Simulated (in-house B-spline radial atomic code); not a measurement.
Ionising Mg3+ with different functionals

Computed with an all-electron radial atomic-structure program (B-spline basis): scalar-relativistic (spin-free X2C) Hamiltonian, Fermi nucleus of rms radius 3.057 fm, spin-polarised at highest spin, spherical fractional occupations for the functionals, the average over the highest-spin determinants for Hartree-Fock. The ionisation energy is the difference of two self-consistent energies, [He] 2s2 2p5 → [He] 2s2 2p4, without Breit or QED terms; ε is the level of the shell that loses the electron (its least bound occupied spin orbital).

Hybrids are left out here: with spherical fractional occupations of an open shell their exact exchange keeps a self-interaction that integer-occupation calculations don't have.

```tsv
method	rung	ΔSCF (eV)	-ε(2p) (eV)
Hartree-Fock	Hartree-Fock	107.61	110.28
LDA VWN5	LDA	?	?
LDA PW92	LDA	109.82	94.82
LDA exchange-only	LDA	107.45	92.62
PBE	GGA	109.69	94.69
PBEsol	GGA	?	?
BLYP	GGA	109.73	94.72
RPBE	GGA	109.57	94.61
PW91	GGA	109.89	94.89
BP86	GGA	109.85	94.83
AM05	GGA	109.43	94.48
OLYP	GGA	109.61	94.80
TPSS	meta-GGA	109.78	94.90
SCAN	meta-GGA	109.95	95.44
r2SCAN	meta-GGA	109.92	95.41
revTPSS	meta-GGA	109.55	94.71
```

**Question.** What does PBEsol give?

**Answer.** ΔSCF 109.48 eV, and -ε(2p) = 94.52 eV.

**Question.** What does LDA VWN5 give?

**Answer.** ΔSCF 109.83 eV, and -ε(2p) = 94.83 eV.

**Question.** How do they compare with the NIST value?

**Answer.** NIST lists 109.265 eV ± 0.0012 (semi-empirical, ground level to ground level). Errors run from -1.82 to +0.68 eV; AM05 is closest (+0.16 eV), but part of that can be cancellation, since the calculations leave out spin-orbit coupling, Breit-QED terms, multiplet and fine-structure energies. Hartree-Fock also lacks correlation.
